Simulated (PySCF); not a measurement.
## Name the molecule from its bond curve

A diatomic of charge 0 contains C. Its triplet curve at PBE0 in a triple-zeta basis (no relativity, PySCF), in eV from the separated fragments:

R (Å), E (eV) and a bar:
```
    1.443     -1.931 ########################
    1.510     -2.277 ###########
    1.577     -2.472 ###
    1.628     -2.541 #
    1.678     -2.560 
    1.728     -2.539 #
    1.796     -2.464 ####
    1.879     -2.318 #########
    1.980     -2.096 ##################
    2.114     -1.769 ##############################
```

The fit gives ωe = 917 cm⁻¹ and the rotational constant Bₑ = 1.168 cm⁻¹.

Task: Which atom is the partner?

Result: The minimum lies at 1.675 Å, so the reduced mass is 16.8576 u Å² cm⁻¹/(Bₑ·Re²) = 5.144 u. With C at 12.00 u the partner weighs about 9.0 u: Be. The molecule is BeC.

The state is the lowest determinant that a PBE0 search found; another state may lie lower at other levels.
